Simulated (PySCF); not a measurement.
**C2H10N2Si: core ionisation energies**

Species: C2H10N2Si.
SMILES with atom numbers: `[CH3:1][Si:2]([CH3:3])([NH2:4])[NH2:5]`

Cartesian coordinates in Å at the GFN2-xTB level; atoms count from 1:
```xyz
15
C2H10N2Si angstrom
C      1.700   -0.323    0.489
Si    -0.143   -0.136    0.036
C     -0.414    1.547   -0.820
N     -0.816   -1.317   -1.038
N     -1.012   -0.422    1.507
H      2.019    0.427    1.205
H      2.334   -0.224   -0.388
H      1.895   -1.296    0.928
H     -0.092    2.367   -0.186
H      0.139    1.620   -1.752
H     -1.463    1.702   -1.052
H     -0.544   -1.291   -2.006
H     -0.844   -2.271   -0.718
H     -2.016   -0.475    1.448
H     -0.748    0.100    2.325
```

Level of theory: delta-SCF UKS SCAN, pcX-2 on the ionised atom, pcseg-1 elsewhere, spin-free X2C in PySCF 2.14.0. These are vertical core ionisation energies against the vacuum level, from separate self-consistent calculations with and without the core hole.

**Question.** Give the core binding energies atom by atom.

**Answer.** 
```csv
atom(s),bonded to,level,binding energy (eV),2p1/2 (eV),count
Si2,2 N and 2 C,Si 1s,1846.35,–,1
N4/N5,2 H and Si,N 1s,404.20,–,2
C1/C3,3 H and Si,C 1s,289.62,–,2
Si2,2 N and 2 C,Si 2p3/2,106.33,106.95,1
```

**Question.** Which photon energy gives electrons from C 1s of C1/C3 a kinetic energy of 20 eV, and what is their de Broglie wavelength?

**Answer.** hν = 289.62 + 20 = 309.62 eV, recoil neglected; λ = 12.264 Å/√(E/eV) = 2.74 Å.

**Question.** Which photon wavelength matches the C 1s of C1/C3 threshold?

**Answer.** λ = hc/E = 12398.42 eV Å / 289.62 eV = 42.809 Å.

The first atom of each set that the bonding makes equivalent was ionised and stands for the set. 2p3/2 and 2p1/2 are the ΔSCF energy of one spin-free 2p hole plus the eigenvalues of a spin–orbit and ligand-field matrix of the shell. 2p1/2 minus 2p3/2 (ligand field included): Si 0.62 eV. Geometry: GFN2-xTB, one conformer, isolated molecule.
